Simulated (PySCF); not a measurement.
Cl2H5NSi2, SMILES Cl[SiH2]N[SiH2]Cl. Geometry optimised at PBE-D3(BJ)/def2-SVP. Other conformers were not sampled.

Task: Give the equilibrium geometry at PBE-D3(BJ)/def2-SVP (PySCF confirms it by a frequency run) as a Z-matrix, and its point group. (Estimate from the structure and the level; the computed values follow.)

Result: Several could match; the one computed here: point group C2.
```
N
H 1 1.0259
Si 1 1.7436 2 116.37
Si 1 1.7436 2 116.37 3 180.00
H 3 1.4957 1 107.47 2 -161.44
H 4 1.4957 1 107.47 2 -161.44
H 4 1.4973 6 113.00 1 -121.36
H 3 1.4973 5 113.00 1 -121.36
Cl 3 2.0886 5 107.89 8 -117.47
Cl 4 2.0886 6 107.89 7 -117.47
```
